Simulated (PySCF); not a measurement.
C2H10ClNSi2, SMILES [C@H](N)([Si@H](C)Cl)[SiH3]. Geometry: PBE0-D3(BJ)/def2-SVP. The structure was generated by enumeration; whether it is a known compound was not checked. One conformer was computed; it need not be the lowest.

Give the equilibrium geometry at PBE0-D3(BJ)/def2-SVP (PySCF confirms it by a frequency run) as Cartesian coordinates in Å. (The exact figures need the calculation; the answer reports its results.)

This is not unique; one that fits is 
```xyz
16

C      2.1586    -0.9149    -0.7275
Si     0.9342     0.4577    -0.4117
Cl     0.8810     0.8589     1.6392
C     -0.8514     0.0986    -0.9006
N     -1.7624     1.2138    -0.6090
Si    -1.6178    -1.4648    -0.1464
H      2.1840    -1.1658    -1.8001
H      3.1708    -0.6104    -0.4212
H      1.8850    -1.8212    -0.1670
H      1.3662     1.7313    -1.0656
H     -0.8590    -0.0947    -1.9910
H     -1.5016     2.0487    -1.1322
H     -1.6936     1.4632     0.3776
H     -2.9044    -1.7802    -0.8336
H     -0.6861    -2.6276    -0.2970
H     -1.8741    -1.2440     1.3078
```
